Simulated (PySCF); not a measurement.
Stepwise substitution at one centre (In CH3-OH). Gas-phase values, no solvent. One relaxed conformer stands for each flexible species; it need not be the lowest. Strings in code marks are SMILES.

The four lowest singlet excitations (Tamm–Dancoff). The numbers are results of PySCF 2.14.0 with PBE-D3(BJ)/def2-TZVP // B3LYP-D3(BJ)/def2-TZVP, not measurements. Excitations are Tamm–Dancoff values on a coarser integration grid. The basis has no diffuse functions, so Rydberg states are missing or too high.

| state | energy (eV) | wavelength (nm) | oscillator strength |
|---|---|---|---|
| S1 | 4.18 | 297 | 0.000 |
| S2 | 4.18 | 297 | 0.000 |
| S3 | 4.88 | 254 | 0.054 |
| S4 | 5.31 | 234 | 0.056 |

Say which member gives these states.
(A) `[CH3][In]([CH3])[CH3]`
(B) `[CH3][In]([OH])[OH]` (O–In–O–H torsion 180°, O–In–O–H torsion -180°)
(C) `[OH][In]([OH])[OH]`

C, `[OH][In]([OH])[OH]`
